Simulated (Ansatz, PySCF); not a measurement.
H$_{3}$As, charge +1, doublet, geometry from GFN2-xTB (a state made from the parent by changing its charge; the spin is typed, not shown lowest). Base run: B3LYP5/def2-TZVP (PySCF).

PySCF was given this input:
```python
from pyscf import gto, scf, dft

mol = gto.M(
    atom='''
As   -0.00081235   -0.00009111    0.04565690
H    -0.80100351   -1.13200543   -0.51889760
H    -0.56717943    1.26907846   -0.50994607
H     1.39499045   -0.13406654   -0.47783411
''',
    basis='def2-tzvp',
    charge=1,
    spin=1,
    verbose=4,
)

mf = dft.UKS(mol)
mf.xc = 'b3lyp5'
mf.kernel()
```

The same geometry, method and basis name were run in Ansatz (a first-principles code) and PySCF, at each program's defaults and at the settings that a row names. The base is PySCF at its defaults. Differences at the defaults can come from grids, fitting, cores and function types together.

```json
[
 {"code and settings": "PySCF, defaults (exact integrals, its default grid, spherical functions)", "ΔE vs base (µEh)": "0.0", "basis functions": "66", "E (Eh)": "-2237.21069", "SCF cycles": "9"},
 {"code and settings": "Ansatz, defaults (factorised integrals, its default grid, spherical functions)", "ΔE vs base (µEh)": "21.6", "basis functions": "66", "E (Eh)": "-2237.21067", "SCF cycles": "-"},
 {"code and settings": "PySCF, density fitting with def2-universal-jkfit", "ΔE vs base (µEh)": "-21.3", "basis functions": "66", "E (Eh)": "-2237.21071", "SCF cycles": "9"},
 {"code and settings": "PySCF, fine grid", "ΔE vs base (µEh)": "0.0", "basis functions": "66", "E (Eh)": "-2237.21069", "SCF cycles": "9"},
 {"code and settings": "Ansatz, high accuracy", "ΔE vs base (µEh)": "0.1", "basis functions": "66", "E (Eh)": "-2237.21069", "SCF cycles": "-"}
]
```

Open shells are given as the SCF converged; they aren't shown to be the lowest states, and a large step between rows can be another state.
